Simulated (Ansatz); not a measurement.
Species: CH5OSi, net charge 0, doublet state. It need not be the lowest isomer of its formula. 
Coordinates optimised at B3LYP-D3(BJ)/def2-TZVP (Ansatz, a program for electronic structure):
```
Si
O 1 1.6579
H 1 1.4834 2 111.64
H 1 1.4834 3 109.32 2 -124.02
C 1 1.8851 3 110.71 4 -122.22
H 5 1.0890 1 110.82 3 -58.48
H 5 1.0890 6 109.38 1 122.47
H 5 1.0929 6 109.09 7 119.25
```
Charge 0, spin multiplicity 2.

Total electronic energies in hartree. Cores are frozen in the correlated levels unless marked. Open shells are spin-unrestricted. Spin-orbit coupling is left out. Non-relativistic. Basis-set limits of correlation are two-point, X^-3; Hartree-Fock from the larger set.

| level | program | energy (Eh) |
|---|---|---|
| HF/STO-3G | Ansatz | -399.75939 |
| HF/6-31G* | Ansatz | -404.54685 |
| HF/def2-TZVPP | Ansatz | -404.63204 |
| PBE-D3(BJ)/def2-TZVPD | Ansatz + dftd3 | -405.56215 |
| r2SCANh/def2-TZVPD | Ansatz | -405.75568 |
| r2SCAN0/def2-TZVPD | Ansatz | -405.74596 |
| MP2/STO-3G | Ansatz | -399.86284 |
| SCS-MP2/def2-TZVPP | Ansatz | -405.13001 |
| SCS-MP2/def2-QZVPP | Ansatz | -405.18631 |
| CCSD/STO-3G | Ansatz | -399.90186 |
| CCSD(T)/STO-3G | Ansatz | -399.90345 |
| CCSD(T)/6-31G* | Ansatz | -404.94350 |
| CCSD(T)/cc-pV(D+d)Z | Ansatz | -405.02059 |
| CCSD(T)/def2-SVP | Ansatz | -404.82301 |
| CCSD(T)/CBS(cc-pV(T+d)Z,cc-pV(Q+d)Z) | Ansatz | -405.2578 |

Totals of different functionals don't rank their quality; only differences between species are comparable.
